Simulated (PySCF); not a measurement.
MnCl2, SMILES [Mn]([Cl])[Cl] (connectivity only; charge and spin as stated), neutral, multiplicity 6. Atoms are numbered in the order given.

```xyz
3

Mn     0.0000     0.0000     0.0000
Cl     0.0000     0.0000    -2.1668
Cl     0.0000     0.0000     2.1668
```
Charge 0, spin multiplicity 6.

Coordinates come from a PBE-D3(BJ)/def2-TZVP optimisation. The multiplicity is an assumed one; other spin states were not compared. The isomer is the one that the SMILES or the coordinates give; other isomers of the formula were not compared.

Calculation: PBE-D3(BJ)/def2-TZVP run with PySCF 2.14.0.

Frequencies are harmonic and unscaled.

Modes within 1.5 cm⁻¹ of each other (mostly degenerate sets) share a row, with their intensities summed.

| mode | ν (cm⁻¹) | IR (km/mol) | moving atoms (share of kinetic energy) |
|---|---|---|---|
| 1–2 | 70 | 30.9 | Mn 56 %, Cl 44 % |
| 3 | 333 | 0.0 | Cl 100 % |
| 4 | 479 | 145.1 | Mn 56 %, Cl 44 % |
